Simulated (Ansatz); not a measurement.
Consider the redistribution: `[CH3][GeH2][AlH][C]#N` + `[SiH3]Cl` → `[CH3][GeH2][AlH][Cl]` + `N#C[SiH3]`.

Program: Ansatz. Geometries: PBE0-D4/def2-TZVP. ΔE: electronic, gas phase. CCSD(T)/CBS adds triple-zeta CCSD(T) − MP2 to the extrapolated MP2 energy (def2 sets, frozen cores). This one scheme is used for every species. DFT in def2-TZVPP. For Ge outer-core shells are correlated without core-valence functions, which leaves a few kJ/mol of doubt a bond. Scalar relativity is left out up to krypton. One conformer a species, not always the lowest.

`[CH3][GeH2][AlH][C]#N`:

```xyz
11

C     1.423    0.453    0.968
Ge   -0.529    0.291    1.030
Al   -1.484   -0.620   -1.057
C    -0.260   -0.755   -2.563
N     0.517   -0.808   -3.416
H     1.723    1.084    0.131
H     1.880   -0.528    0.841
H     1.789    0.896    1.895
H    -1.153    1.681    1.289
H    -0.945   -0.594    2.225
H    -2.960   -1.101   -1.344
```

`[SiH3]Cl`:

Cartesian coordinates in Å:
```
Si 0.035 -0.114 -0.048
Cl -0.520 1.711 0.713
H 1.455 -0.041 -0.459
H -0.825 -0.419 -1.214
H -0.145 -1.137 1.008
```

`[CH3][GeH2][AlH][Cl]`:

Cartesian coordinates in Å:
```
C 1.491 -0.629 0.257
Ge 0.251 0.733 -0.417
Al -2.113 0.187 0.049
Cl -2.487 -1.695 0.924
H 2.518 -0.357 0.012
H 1.397 -0.719 1.340
H 1.263 -1.597 -0.190
H 0.454 0.893 -1.942
H 0.612 2.104 0.200
H -3.386 1.081 -0.234
```

`N#C[SiH3]`:

```xyz
6

N    -2.405    0.075    0.198
C    -1.258    0.039    0.102
Si    0.584   -0.018   -0.048
H     0.974   -1.438   -0.187
H     1.148    0.579    1.181
H     0.957    0.763   -1.247
```

Task: Is it downhill or uphill in electronic energy at CCSD(T)/CBS, and by how much? (Estimate.)

Result: Computed: Downhill: ΔE = -42.4 kJ/mol.

Task: What do these levels give: ωB97X-V, ωB97M-V, SCS-MP2/def2-TZVPP, HF/def2-QZVPP, HF/CBS(def2), MP2/CBS(def2)? (Best estimate.)

Result: Computed: ωB97X-V -41.7, ωB97M-V -41.7, SCS-MP2/def2-TZVPP -41.5, HF/def2-QZVPP -40.3, HF/CBS(def2) -40.2, MP2/CBS(def2) -42.5 kJ/mol.

Largest T1 diagnostic among the species: 0.013.
